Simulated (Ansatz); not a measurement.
Geometry optimisation, RHF/def2-SVP in Ansatz 0.2.0.

Input:

```yaml
crystal:
  periodic: [false, false, false]
  atoms:
    - { symbol: Ga, position_ang: [-0.083689, 0.587476, -0.606414] }
    - { symbol: "N", position_ang: [-0.117444, 0.198908, 2.487797] }
    - { symbol: H, position_ang: [-0.89617, -0.025141, 3.08259] }
    - { symbol: H, position_ang: [0.723947, 0.071337, 3.022908] }
    - { symbol: "N", position_ang: [1.569707, 0.060787, -1.115941] }
    - { symbol: H, position_ang: [1.754639, -0.776883, -1.629787] }
    - { symbol: H, position_ang: [2.405239, 0.426386, -0.705226] }
    - { symbol: "N", position_ang: [-1.665632, -0.078952, -1.181144] }
    - { symbol: H, position_ang: [-1.783975, -0.99869, -1.556433] }
    - { symbol: H, position_ang: [-2.540541, 0.303304, -0.883168] }
    - { symbol: F, position_ang: [-0.15673, 2.063892, 0.293703] }
    - { symbol: H, position_ang: [-0.183953, 1.193275, 2.232615] }
basis:
  gaussian: { orbitals: def2-SVP }
hamiltonian:
  xc: hf
relax:
  f_tol: 0.03
  max_steps: 50
```

Run as:

```bash
$ ansatz run input.yaml --threads 2 --pin off --max-ram 3072MiB --backend cpu --events-out ev --progress --plain --runs-dir out
```

Where does it end, and by what steps?

The run converged. After 10 steps the energy has fallen by 0.644 eV; H3 moved furthest, 0.84 Å. Joined: Ga1–N2 (3.12 → 2.14 Å).

| step | energy less start (eV) | largest force component (eV/Å) | accepted |
| --- | --- | --- | --- |
| 0 | 0.0000 | 0.984 | yes |
| 1 | -0.1300 | 0.795 | yes |
| 2 | -0.2746 | 0.891 | yes |
| 3 | -0.4361 | 1.048 | yes |
| 4 | -0.4925 | 1.478 | yes |
| 5 | -0.5929 | 0.662 | yes |
| 6 | -0.6309 | 0.441 | yes |
| 7 | -0.6416 | 0.174 | yes |
| 8 | -0.6104 | 0.561 | no |
| 9 | -0.6434 | 0.032 | yes |
| 10 | -0.6437 | 0.012 | yes |

```xyz
12
Properties=species:S:1:pos:R:3
Ga -0.090 0.595 -0.136
N -0.108 0.327 1.983
H -0.910 -0.214 2.261
H 0.727 -0.147 2.287
N 1.566 -0.093 -0.596
H 1.629 -0.784 -1.321
H 2.326 0.552 -0.709
N -1.672 -0.223 -0.642
H -1.656 -0.943 -1.339
H -2.469 0.364 -0.812
F -0.168 2.363 0.039
H -0.152 1.230 2.429
```

Time of the run: 29 s on 2 threads of Arm Neoverse V1, with other jobs on the host, peak memory 0.29 GiB.
